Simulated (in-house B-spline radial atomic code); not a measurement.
Binding energies in Mn III (Mn2+)

NIST's tabulated ground configuration is [Ar] 3d5; each binding energy is the energy of the ion with one electron taken from that subshell, relaxed, less that of the parent. Method: Dirac-Hartree-Fock, average of configuration, Fermi nucleus of rms radius 3.7057 fm. Calculated with a B-spline radial code for spherical atoms. Energies include first-order Breit, QED and recoil terms.

| subshell | X-ray name | binding energy (eV) | -ε (eV) | relaxation (eV) |
| --- | --- | --- | --- | --- |
| 1s | K | 6570.6 | 6620.4 | 39.8 |
| 2s | L1 | 804.6 | 822.6 | 17.3 |
| 2p1/2 | L2 | 683.7 | 703.3 | 18.8 |
| 2p3/2 | L3 | 673.6 | 692.6 | 18.6 |
| 3s | M1 | 120.1 | 124.1 | 3.9 |
| 3p1/2 | M2 | 83.59 | 87.22 | 3.56 |
| 3p3/2 | M3 | 82.35 | 85.86 | 3.48 |
| 3d | M4,5 | 30.26 | 32.68 | 2.43 |

Relaxation = -ε minus the binding energy without Breit, QED and recoil terms.

Emission lines follow as differences of binding energies, with λ = 12398.42 eV·Å / E:

```
 line       holes  energy (eV)  wavelength (Å)
 K-L3  1s → 2p3/2       5897.0          2.1025
 K-L2  1s → 2p1/2       5886.9          2.1061
 K-M3  1s → 3p3/2       6488.2          1.9109
L1-M3  2s → 3p3/2        722.2          17.166
L3-M1  2p3/2 → 3s        553.5            22.4
```

**Question.** What screening constant σ does Moseley's law, E = (3/4)·13.6057 eV·(Z - σ)², need for K-L3?

**Answer.** σ = 0.96.

**Question.** What does it cost to remove both a 2p3/2 and a 3d electron?

**Answer.** 725.73 eV, which is 21.9 eV more than the two single binding energies together.

**Question.** What does it cost to remove two 3p1/2 electrons?

**Answer.** 188.66 eV, which is 21.48 eV more than the two single binding energies together.

**Question.** What does it cost to remove both a 2p3/2 and a 2p1/2 electron?

**Answer.** 1419 eV, which is 61.72 eV more than the two single binding energies together.
